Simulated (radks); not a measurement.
Species: Mn6+. Configuration: [Ar] 3d1. All-electron calculation, scalar-relativistic Kohn-Sham, PBE, spin-polarised, spherical densities, finite nucleus; open shells are filled with parallel spins first; Fermi nuclear charge, rms radius 3.7057 fm. Program: a radial shooting solver on a logarithmic mesh with Libxc functionals.

Unscreened Slater integrals over Kohn-Sham orbitals (hartree). They are taken over the spin-up orbitals.

integral,value
"F0(3d,3d)",1.0611
"F2(3d,3d)",0.52118
"F4(3d,3d)",0.33086
"F0(3d,3p)",1.0680
"F2(3d,3p)",0.52399
"G1(3d,3p)",0.63432
"G3(3d,3p)",0.39685
"F0(3d,3s)",1.0830
"G2(3d,3s)",0.49139
"F0(3d,2p)",1.4143
"F2(3d,2p)",0.30661
"G1(3d,2p)",0.23762
"G3(3d,2p)",0.13515
"F0(3p,3p)",1.0847
"F2(3p,3p)",0.54952
"F0(3p,3s)",1.0989
"G1(3p,3s)",0.73200
"F0(3p,2p)",1.4610
"F2(3p,2p)",0.30597
"G0(3p,2p)",0.12133
"G2(3p,2p)",0.12745
"F0(3s,3s)",1.1145
"F0(3s,2p)",1.4747
"G1(3s,2p)",0.12765
"F0(2p,2p)",3.6980
"F2(2p,2p)",1.7400

Derived for the open shells (J is the average intra-shell exchange parameter used in DFT+U). 3d: Racah B = F2/49 - 5 F4/441 = 0.006885 hartree, C = 35 F4/441 = 0.02626 hartree, C/B = 3.81, F4/F2 = 0.635, J = (F2 + F4)/14 = 0.06086 hartree.
